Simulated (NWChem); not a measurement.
System: ZnBrF; SMILES [F][Zn][Br]

NWChem input:

```
start job
memory heap 200 mb stack 900 mb global 1100 mb
geometry units angstroms noautoz
  Zn    -0.215310     0.714772     0.000000
  F     -0.548608     2.421489     0.000000
  Br     0.210136    -1.463820     0.000000
end
basis spherical
  * library 3-21g
end
dft
  xc xpbe96 cpbe96
  iterations 150
  mulliken
end
task dft energy
```

Parts of the log:

```
             Northwest Computational Chemistry Package (NWChem) 7.3.0
             --------------------------------------------------------

 ORDER OF PRIMARY AXIS IS BEING SET TO 4
 C4V symmetry detected

                             Geometry "geometry" -> ""
                             -------------------------

 Output coordinates in angstroms (scale by  1.889725989 to convert to a.u.)

  No.       Tag          Charge          X              Y              Z
 ---- ---------------- ---------- -------------- -------------- --------------
    1 Zn                  30.0000     0.00000000     0.00000000     0.83838461
    2 F                    9.0000     0.00000000     0.00000000     2.57734133
    3 Br                  35.0000     0.00000000     0.00000000    -1.38136029

 Effective nuclear repulsion energy (a.u.)     374.5857265030

      Symmetry information
      --------------------

 Group name             C4v
 Group number             18
 Group order               8
 No. of unique centers     3

  pbe96 is a nonlocal functional; adding pw91lda local functional.

                                 NWChem DFT Module
                                 -----------------

 Summary of "ao basis" -> "ao basis" (spherical)
 ------------------------------------------------------------------------------
       Tag                 Description            Shells   Functions and Types
 ---------------- ------------------------------  ------  ---------------------
 Zn                          3-21g                  11       27   5s4p2d
 F                           3-21g                   5        9   3s2p
 Br                          3-21g                  10       22   5s4p1d

      Symmetry analysis of basis
      --------------------------

        a1         26
        a2          0
        b1          3
        b2          3
        e          26

            General Information
            -------------------
          SCF calculation type: DFT
          Wavefunction type:  closed shell.
          No. of atoms     :     3
          No. of electrons :    74
           Alpha electrons :    37
            Beta electrons :    37
          Charge           :     0
          Spin multiplicity:     1
          Use of symmetry is: on ; symmetry adaption is: on
          Maximum number of iterations: 150
          AO basis - number of functions:    58
                     number of shells:    26
          Convergence on energy requested:  1.00D-06
          Convergence on density requested:  1.00D-05
          Convergence on gradient requested:  5.00D-04

              XC Information
              --------------
          PerdewBurkeErnzerhof Exchange Functional  1.000
            Perdew 1991 LDA Correlation Functional  1.000 local
           PerdewBurkeErnz. Correlation Functional  1.000 non-local

             Grid Information
             ----------------
          Grid used for XC integration:  medium
          Radial quadrature: Mura-Knowles
          Angular quadrature: Lebedev.
          Tag              B.-S. Rad. Rad. Pts. Rad. Cut. Ang. Pts.
          ---              ---------- --------- --------- ---------
          Zn                  1.35      112           8.0       590
          F                   0.50       49          10.0       434
          Br                  1.15      112           9.0       590
          Grid pruning is: on
          Number of quadrature shells:   273
          Spatial weights used:  Erf1

      Superposition of Atomic Density Guess
      -------------------------------------

 Sum of atomic energies:       -4427.84837494

      Non-variational initial energy
      ------------------------------

 Total energy =   -4427.971710
 1-e energy   =   -6933.974673
 2-e energy   =    2131.417237
 HOMO         =      -0.392846
 LUMO         =      -0.063213

      Symmetry analysis of molecular orbitals - initial
      -------------------------------------------------

 !! scf_movecs_sym_adapt:    6 vectors were symmetry contaminated

  Symmetry fudging

 !! scf_movecs_sym_adapt:    4 vectors were symmetry contaminated

  Numbering of irreducible representations:

     1 a1          2 a2          3 b1          4 b2          5 e

  Orbital symmetries:

     1 a1          2 a1          3 a1          4 a1          5 e
     6 e           7 a1          8 a1          9 e          10 e
    11 a1         12 a1         13 a1         14 e          15 e
    16 a1         17 a1         18 e          19 e          20 a1
    21 e          22 e          23 b2         24 b1         25 a1
    26 a1         27 a1         28 e          29 e          30 b1
    31 b2         32 e          33 e          34 a1         35 a1
    36 e          37 e          38 a1         39 e          40 e
    41 a1         42 a1         43 e          44 e          45 a1
    46 a1         47 e

     ---------------------------------------------
      Total Density - Mulliken Population Analysis
     ---------------------------------------------

    Atom       Charge   Shell Charges
 -----------   ------   -------------------------------------------------------
    1 Zn  30    28.78   2.00  2.00  6.00  1.99  5.97  0.49  0.27  0.09  0.04  5.04  4.88
    2 F    9     9.77   1.98  0.46  2.68  1.52  3.13
    3 Br  35    35.45   2.00  2.00  5.99  2.00  5.97  0.77  2.39  1.19  3.13 10.00

   convergence    iter        energy       DeltaE   RMS-Dens  Diis-err
 ---------------- ----- ----------------- --------- --------- ---------
 d= 0,ls=0.0,diis     1  -4430.7751556476 -4.81D+03  5.39D-02  8.88D-01
 d= 0,ls=0.0,diis     2  -4428.4623394208  2.31D+00  3.65D-02  2.53D+01
 d= 0,ls=0.0,diis     3  -4430.8918246463 -2.43D+00  9.70D-03  1.42D-01
 d= 0,ls=0.0,diis     4  -4430.9003599555 -8.54D-03  4.71D-03  5.74D-02
 d= 0,ls=0.0,diis     5  -4430.9097266776 -9.37D-03  9.64D-04  1.76D-03
  Resetting Diis
 d= 0,ls=0.0,diis     6  -4430.9099010702 -1.74D-04  4.15D-04  1.22D-03

[...]
```

Level: PBE/3-21G. Coordinates come from a PBE0/def2-SVP optimisation.
